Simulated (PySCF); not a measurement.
Computed shifts of a molecule C₁₂H₉N, PySCF with HF/pcSseg-1, GIAO, gas phase, atoms alike by connectivity averaged where their shifts nearly agree, in ppm (number of nuclei): ¹³C: 151.2 (2), 138.8 (2), 133.4 (2), 130.6 (2), 127.0 (2), 116.6 (2). ¹⁵N: 115.5 (1). ¹H: 8.91 (2), 8.06 (2), 7.81 (2), 7.74 (2), 7.34 (1). References: ¹³C against TMS (σ = 192.6 ppm); ¹⁵N against NH3 (σ = 267.3 ppm); ¹H against TMS (σ = 31.99 ppm), references at their B3LYP-D3(BJ)/def2-TZVP geometries, non-relativistic. Geometry optimised at B3LYP-D3(BJ)/def2-SVP. One conformer was computed; it need not be the lowest.

Problem. Identify the compound among the candidates.
(A) C#Cc1ccc2c(N)cccc2c1
(B) c1ccc2c(c1)[nH]c1ccccc12
(C) N#CC1=C(c2ccccc2)CC=C1
(D) Cc1cccc2c(C#N)cccc12

Solution. B, c1ccc2c(c1)[nH]c1ccccc12
